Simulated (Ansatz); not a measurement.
Harmonic frequencies (cm⁻¹) at PBE0-D4/def2-TZVP from Ansatz: 94, 106, 109, 154, 188, 214, 252, 255, 291, 328, 347, 365, 377, 443, 455, 599, 615, 660, 733, 754, 810, 3865, 3874, 3878.

Each molecule was computed in one conformer, which needn't be the lowest.

(1) Which molecule is it?
A. `[CH3][W](=[NH])(=[NH])[OH]`
B. `[CH3][W](=[NH])(=[NH])[Cl]`
C. `[OH][W]([OH])([OH])([Cl])([Cl])[Cl]`
D. `[OH][W]([OH])([OH])([OH])=[S]`

Results:

(1) C.
